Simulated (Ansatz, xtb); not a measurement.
## Two isomers of C6H6S

Structure I: `C#C/C(C=C)=C\S`, a singlet. Structure II: `C#C/C(S)=C/C=C`, a singlet. Both are isolated molecules in the gas phase, relaxed with r2SCAN-D4/def2-SVP; the shapes shown needn't be the lowest conformers.

I (Å):

```
atom    x (Å)    y (Å)    z (Å)
   C  -0.3586  -0.2931   3.1886
   C  -0.3869   0.2182   2.0815
   C  -0.4150   0.8264   0.7931
   C  -0.9138   0.0632  -0.3526
   C  -1.3658  -1.2024  -0.3124
   C   0.0200   2.1152   0.6199
   S   0.6466   3.2058   1.8114
   H  -0.3387  -0.7542   4.1589
   H  -0.9015   0.6047  -1.3066
   H  -1.7214  -1.6993  -1.2182
   H  -1.3904  -1.7686   0.6236
   H  -0.0140   2.5550  -0.3827
   H   0.5379   2.3495   2.8584
```

II (Å):

```xyz
13

C    -3.6821    0.1699    1.7841
C    -2.5407    0.0909    1.3617
C    -1.2275   -0.0387    0.8480
C    -0.2357    0.8508    1.1602
C     1.1200    0.7887    0.6807
C     2.0777    1.6824    1.0077
S    -0.9187   -1.4246   -0.2327
H    -4.6824    0.2556    2.1665
H    -2.1771   -1.9069   -0.1763
H    -0.5055    1.6738    1.8307
H     1.3774   -0.0406    0.0087
H     1.8630    2.5245    1.6742
H     3.0951    1.5954    0.6186
```

Quicker runs give these differences E(II) − E(I): GFN2-xTB +4.8 kJ/mol; HF/STO-3G +4.1 kJ/mol (at GFN2-xTB geometries); r2SCAN-D4/def2-SVP//GFN2-xTB +7.5 kJ/mol.

Task: Estimate E(II) − E(I) at the level CCSD(T)/def2-SVP + ΔMP2/def2-TZVPP.

Result: Calculated at CCSD(T)/def2-SVP + ΔMP2/def2-TZVPP: E(II) − E(I) = +10.3 kJ/mol, so structure I lies lower.

The same difference at several levels:

```tsv
level	geometry	E(II) − E(I) (kJ/mol)	departure from the last row (kJ/mol)	job, with rough time for the two
GFN2-xTB	GFN2-xTB	+4.8	−5.5	optimisation, 0.19 s
HF/STO-3G	GFN2-xTB	+4.1	−6.2	single point, 0.58 s
r2SCAN-D4/def2-SVP//GFN2-xTB	GFN2-xTB	+7.5	−2.7	single point, 8.1 s
r2SCAN-D4/def2-SVP	r2SCAN-D4/def2-SVP	+8.8	−1.5	optimisation, 64 s
HF/def2-SVP	r2SCAN-D4/def2-SVP	+5.9	−4.4	part of the CCSD(T) run
MP2/def2-SVP	r2SCAN-D4/def2-SVP	+9.6	−0.7	part of the CCSD(T) run
CCSD(T)/def2-SVP	r2SCAN-D4/def2-SVP	+7.6	−2.7	single point
CCSD(T)/def2-SVP + ΔMP2/def2-TZVPP	r2SCAN-D4/def2-SVP	+10.3		single point, 2.1 min
```

As drawn, both hold the same kinds of bond in the same numbers.

The levels shown agree on the order. The largest departure from CCSD(T)/def2-SVP + ΔMP2/def2-TZVPP is that of HF/STO-3G, 6.2 kJ/mol. The last row adds to CCSD(T) the change of the MP2 difference between the two basis sets, here +2.7 kJ/mol.

With thermal terms from frequencies at re-optimised GFN2-xTB minima (ideal gas, soft modes damped towards free rotors, one conformer each, 298.15 K, 1 atm): the zero-point term adds −0.8 kJ/mol; ΔH is +10.0 and ΔG +8.7 kJ/mol.

The correlated steps freeze 11 core orbitals. Programs: Ansatz 0.2.0, xtb 6.7.1; the last row on 2 threads of Arm Neoverse V1 on a shared host.
